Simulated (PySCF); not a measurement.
BiH2Cl, SMILES [Cl][BiH2].

Geometry optimised at PBE0-D3(BJ)/def2-TZVP. The def2 effective core potentials stand for the cores of Bi; spin–orbit coupling is left out.

Method: IEF-PCM-B3LYP/def2-SVP (PySCF).

The values are the electrostatic part of the solvation free energy, E(continuum) − E(gas) at the gas-phase geometry, in a cavity of scaled van der Waals radii (PySCF's table); cavitation and dispersion terms are not included. A continuum can't describe solvent molecules that bind to the metal. In vacuum the orbital gap is 5.54 eV. The dipole moment in vacuum is 3.22 D.

Estimate the values in water (ε = 78.36), N,N-dimethylformamide (ε = 37.22), toluene (ε = 2.37). (Estimate from the structure and the level; the computed values follow.)


```json
[
 {"solvent": "water", "ε": "78.36", "ΔG(elec) (kcal/mol)": "-4.4", "dipole (D)": "4.37", "gap (eV)": "5.77"},
 {"solvent": "N,N-dimethylformamide", "ε": "37.22", "ΔG(elec) (kcal/mol)": "-4.3", "dipole (D)": "4.34", "gap (eV)": "5.77"},
 {"solvent": "toluene", "ε": "2.37", "ΔG(elec) (kcal/mol)": "-2.0", "dipole (D)": "3.75", "gap (eV)": "5.65"}
]
```
